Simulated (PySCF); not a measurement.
## Diatomics of Sb with group 13

PBE0 with double-zeta basis sets in PySCF, for the lowest determinant that a PBE0 search found; no spin–orbit coupling. De refers to high-spin ground-configuration atoms. A positive dipole means M(−)Sb(+).

| M | basis | state (unpaired electrons) | Re (Å) | ωe (cm⁻¹) | De (eV) | μ (D) |
| --- | --- | --- | --- | --- | --- | --- |
| B | x2c-SVPall | triplet (σ ↑, π ↑) | 2.050 | 711 | 2.56 | 0.78 |
| Al | def2-SVPD | triplet (π ↑↑) | 2.753 | 259 | 1.88 | -0.70 |
| Ga | def2-SVP | triplet (π ↑↑) | 2.768 | 181 | 1.80 | -1.21 |
| Tl | def2-SVP | triplet (π ↑↑) | 3.014 | 124 | 1.63 | -2.73 |

Question: The row for M = In is missing. Estimate Re, ωe and De as the mean of the rows for Ga and Tl, and compare with the calculation.

Answer: The means are 2.891 Å, 152 cm⁻¹ and 1.71 eV. PBE0 in def2-SVP gives InSb as a triplet (π ↑↑) with Re = 2.957 Å, ωe = 145 cm⁻¹, De = 1.67 eV, so the estimate is off by -6.6 pm, +5 % and +0.04 eV.

The rows differ in basis set, which adds steps of its own.

These are scalar-relativistic numbers at best; spin–orbit coupling would shift them, the dissociation energy most. States were picked by a PBE0 search and need not be the measured ground states.
